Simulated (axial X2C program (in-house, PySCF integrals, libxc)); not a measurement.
# Potential curves of RhS, two-component

Computed with an in-house relativistic program for diatomic molecules. Two-component (2c) means X2C with spin–orbit coupling and atomic mean-field two-electron Coulomb and Gaunt terms. Basis: Rh dyall-cv3z [12s12p8d5f3g], S dyall-av3z [9s8p3d2f] (cores contracted in-house); Gaussian nuclei, density fitting, unrestricted open shells. Masses: Rh 102.906 u, S 31.972 u.

State: Ω = 3/2 (⟨Sz⟩ = 1.48, ⟨Lz⟩ = 0.02 at B3LYP). Energies in eV from the lowest point of each curve. Fits are polynomials in 1 − R0/R over 0.85 to 1.23 times the lowest point R0.

```
 R (Å)   B3LYP
1.9355  0.2550
1.9972  0.0696
2.0590  0.0000
2.1311  0.0280
2.2031  0.1406
2.2958  0.3681
```

One determinant describes the state; a PBE0 search over occupations chose it and may have missed a lower one. Density functionals use the spin component along the axis (collinear). Other states lie close and PBE0, whose exact exchange favours high spin, may order them wrongly; the determinant shown need not be the ground state. The nearest other 2c determinant of the search, Ω = 1/2, lies 0.23 eV up at the distance of the search. With several unpaired electrons one determinant need not be a pure state. This is the top spin component of a Σ state; components of lower Ω are not single determinants and can lie lower.

Task: Fit the B3LYP curve near its minimum: give the equilibrium distance and the harmonic wavenumber.

Result: At B3LYP, 2c: Re = 2.075 Å, ωe ≈ 486 cm⁻¹; Be follows as 0.161 cm⁻¹.
